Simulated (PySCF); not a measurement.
Species: C4H12OSi.
Structure used (PBE0-D3(BJ)/def2-SVP), in Å, numbered top down from 1:
```xyz
18
C4H12OSi angstrom
C      2.5706    0.3334   -0.0558
O      1.2028    0.1539   -0.2426
C      0.4875   -0.0601    0.9422
C     -0.9823   -0.2184    0.5938
C     -1.2730   -1.5497   -0.0977
Si    -1.5606    1.2527   -0.4670
H      3.0446   -0.5547    0.4072
H      2.7895    1.2094    0.5869
H      3.0283    0.4997   -1.0409
H      0.8675   -0.9667    1.4626
H      0.6312    0.7940    1.6370
H     -1.5553   -0.1605    1.5367
H     -0.6680   -1.6481   -1.0118
H     -2.3327   -1.6451   -0.3817
H     -1.0278   -2.4014    0.5589
H     -1.0216    2.5348    0.0856
H     -1.1537    1.1152   -1.8962
H     -3.0570    1.3191   -0.4236
```

A calculation gives these core lines: C 1s: 290.16 (area 1), 290.49 (area 1), 291.98 (area 1), 292.22 (area 1) eV; O 1s: 538.37 eV; Si 1s: 1846.01 eV; Si 2p3/2: 106.26 eV.

Level of theory: delta-SCF UKS SCAN, pcX-2 on the ionised atom, pcseg-1 elsewhere, spin-free X2C in PySCF 2.14.0. One conformer (not necessarily the lowest) at the PBE0-D3(BJ)/def2-SVP geometry, without solvent, vibrations or thermal averaging.

**Question.** Order the carbon atoms by C 1s binding energy.

**Answer.** 290.16 eV: C4 (sp3 carbon bound to silicon); 290.49 eV: C5 (methyl carbon); 291.98 eV: C3 (sp3 carbon bound to oxygen); 292.22 eV: C1 (methoxy carbon). Lowest listed C 1s: C4, bonded to 2 C, H and Si. Highest, 2.06 eV above it: C1, bonded to O and 3 H.

Bonded neighbours of each site: C1: O and 3 H; O2: 2 C; C3: O, C and 2 H; C4: 2 C, H and Si; C5: C and 3 H; Si6: C and 3 H.

**Question.** Which photon energy gives electrons from C 1s of C1 a kinetic energy of 20 eV, and what is their de Broglie wavelength?

**Answer.** hν = 292.22 + 20 = 312.22 eV, recoil neglected; λ = 12.264 Å/√(E/eV) = 2.74 Å.

2p3/2 and 2p1/2 are the ΔSCF energy of one spin-free 2p hole plus the eigenvalues of a spin–orbit and ligand-field matrix of the shell. 2p1/2 minus 2p3/2 (ligand field included): Si 0.62 eV.
